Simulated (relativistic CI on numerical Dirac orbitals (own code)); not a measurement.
# Ta⁶⁹⁺: computed level list

Calculated at this level of theory: Dirac-Coulomb-Breit CI, separate exchange-only KLI orbitals for each configuration, model QED (radiative potential, 1s self-energy scaled to tabulated hydrogen-like ionisation energies), unscaled Slater integrals (own radial code, finite nucleus).

Configuration list (outside the closed core 1s2): 2s2, 2s 2p, 2p2, 2p 3s, 2p 3p, 2s 3s, 2s 3p, 2s 3d, 2s 4s, 2s 4p, 2s 4d, 2s 4f, 3s2, 3s 3p, 3p2. Levels of other configurations are missing.

```csv
No.,Configuration,Term,J,E (eV),%,Next component (%),Landé g,jj configuration (%)
1,2s2,1S,0,0.0,98,1 2p2 1S,,closed (98)
2,2s 2p,3P°,0,168.6,100,,,2s 2p1/2 (100)
3,2s 2p,3P°,1,202.2,70,30 1P°,1.303,2s 2p1/2 (100)
4,2p2,3P,0,475.9,68,31 1S,,2p1/2^2 (98)
5,2s 2p,3P°,2,1560.1,100,,1.461,2s 2p3/2 (100)
6,2s 2p,1P°,1,1649.9,70,30 3P°,1.115,2s 2p3/2 (100)
7,2p2,3P,1,1824.3,100,,1.468,2p1/2 2p3/2 (100)
8,2p2,1D,2,1842.5,65,35 3P,1.134,2p1/2 2p3/2 (100)
9,2p2,3P,2,3228.5,65,35 1D,1.291,2p3/2^2 (100)
10,2p2,1S,0,3296.3,68,32 3P,,2p3/2^2 (100)
11,2s 3s,3S,1,10644.1,100,,1.966,2s 3s (100)
12,2s 3s,1S,0,10677.8,99,1 2p 3p 1S,,2s 3s (99)
13,2s 3p,3P°,0,10723.5,100,,,2s 3p1/2 (100)
14,2s 3p,3P°,1,10723.8,67,33 1P°,1.300,2s 3p1/2 (99)
15,2p 3s,3P°,0,10853.6,100,,,2p1/2 3s (100)
16,2p 3s,3P°,1,10855.5,66,33 1P°,1.302,2p1/2 3s (99)
17,2p 3p,3D,1,10901.5,74,22 1P,0.630,2p1/2 3p1/2 (100)
18,2p 3p,3P,0,10955.4,67,32 1S,,2p1/2 3p1/2 (99)
19,2s 3p,3P°,2,11134.5,100,,1.477,2s 3p3/2 (100)
20,2s 3p,1P°,1,11142.3,67,32 3P°,1.156,2s 3p3/2 (99)
21,2s 3d,3D,1,11168.1,100,,0.494,2s 3d3/2 (100)
22,2s 3d,3D,2,11173.4,70,30 1D,1.092,2s 3d3/2 (99)
23,2s 3d,3D,3,11279.7,100,,1.313,2s 3d5/2 (100)
24,2s 3d,1D,2,11293.5,65,27 3D,1.048,2s 3d5/2 (90)
25,2p 3p,3P,1,11335.0,49,30 3S,1.489,2p1/2 3p3/2 (100)
26,2p 3p,3D,2,11339.7,47,29 1D,1.137,2p1/2 3p3/2 (91)
27,2p 3s,3P°,2,12262.5,100,,1.468,2p3/2 3s (100)
28,2p 3s,1P°,1,12272.6,67,33 3P°,1.124,2p3/2 3s (100)
29,2p 3p,3P,1,12332.2,51,28 3S,1.450,2p3/2 3p1/2 (100)
30,2p 3p,3D,2,12333.8,48,34 1D,1.139,2p3/2 3p1/2 (100)
```

Energies count from the lowest computed level; ° marks odd parity. Filled j subshells are mostly left out of the jj labels.

The mean weight of the leading LS term, summed over parents, in these 30 levels is 78 %, and that of the leading jj configuration (from the same eigenvectors) 99 %, so jj coupling describes them better and the LS labels are nominal.

At this charge energies of transitions that change n are usually good to better than 1 %, and those within a shell (Δn = 0) to a few per cent.

LS names give the leading component of a level, which can be under half, so a name can repeat, a term be missing and a line seem to break the LS rules.
